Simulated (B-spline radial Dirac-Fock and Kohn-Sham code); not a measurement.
## Total conversion coefficients of Pm against transition energy

Model: a Dirac-Hartree-Slater potential of the neutral atom with a Latter tail (no hole, which puts coefficients of high multipoles low close above an edge), finite nucleus with surface currents. Program: a radial finite-basis atomic code. Subshells within 1 keV of threshold and pair formation are left out.

| energy (keV) | E1 | E2 | E5 | M3 | M4 | M5 |
| --- | --- | --- | --- | --- | --- | --- |
| 16.2 | 7.06 | 7610 | 1.02e+10 | 3.01e+06 | 3.54e+08 | 2.81e+10 |
| 20 | 3.94 | 2650 | 1.85e+09 | 775000 | 7.17e+07 | 4.74e+09 |
| 24.1 | 2.34 | 1040 | 4.23e+08 | 237000 | 1.78e+07 | 9.99e+08 |
| 24.5 | 2.23 | 960 | 3.71e+08 | 214000 | 1.58e+07 | 8.71e+08 |
| 28 | 1.54 | 494 | 1.31e+08 | 92700 | 5.89e+06 | 2.89e+08 |
| 36.6 | 0.724 | 131 | 1.65e+07 | 17900 | 843000 | 3.24e+07 |
| 43.5 | 0.445 | 56.2 | 4.37e+06 | 6340 | 246000 | 8.08e+06 |
| 46.5 | 2.06 | 44.5 | 2.63e+06 | 4820 | 154000 | 4.75e+06 |
| 50 | 1.71 | 32.8 | 1.51e+06 | 3340 | 93700 | 2.67e+06 |
| 64.9 | 0.861 | 11.5 | 207000 | 931 | 16800 | 352000 |
| 94.9 | 0.309 | 2.76 | 11900 | 159 | 1690 | 21700 |
| 100 | 0.268 | 2.28 | 8070 | 125 | 1260 | 15100 |
| 165 | 0.0687 | 0.391 | 217 | 13.8 | 84.6 | 574 |
| 200 | 0.0409 | 0.203 | 58.2 | 6.15 | 32.0 | 180 |
| 243 | 0.0244 | 0.107 | 16.3 | 2.77 | 12.4 | 58.7 |
| 287 | 0.0159 | 0.0627 | 5.86 | 1.43 | 5.65 | 23.4 |
| 330 | 0.0112 | 0.0407 | 2.60 | 0.829 | 2.98 | 11.1 |
| 453 | 0.00520 | 0.0162 | 0.492 | 0.255 | 0.748 | 2.23 |
| 500 | 0.00414 | 0.0124 | 0.308 | 0.180 | 0.496 | 1.39 |
| 555 | 0.00328 | 0.00939 | 0.193 | 0.125 | 0.325 | 0.853 |
| 673 | 0.00217 | 0.00580 | 0.0863 | 0.0653 | 0.153 | 0.361 |
| 701 | 0.00199 | 0.00526 | 0.0736 | 0.0571 | 0.132 | 0.303 |
| 1000 | 0.000987 | 0.00237 | 0.0208 | 0.0188 | 0.0370 | 0.0718 |
| 1480 | 0.000490 | 0.00108 | 0.00638 | 0.00615 | 0.0106 | 0.0177 |
| 1810 | 0.000351 | 0.000735 | 0.00371 | 0.00359 | 0.00585 | 0.00923 |
| 2000 | 0.000299 | 0.000611 | 0.00287 | 0.00278 | 0.00441 | 0.00679 |
| 2030 | 0.000292 | 0.000595 | 0.00276 | 0.00267 | 0.00424 | 0.00649 |

Problem. How fast do they fall between 1810 and 2030 keV?

Solution. As powers of the energy: E1 E^-1.60, E2 E^-1.85, E5 E^-2.56, M3 E^-2.58, M4 E^-2.81, M5 E^-3.07. Within one type (E or M) the higher multipoles fall faster.

Values without a named source are computed, but for edge energies of neutral atoms, which are taken from tables.
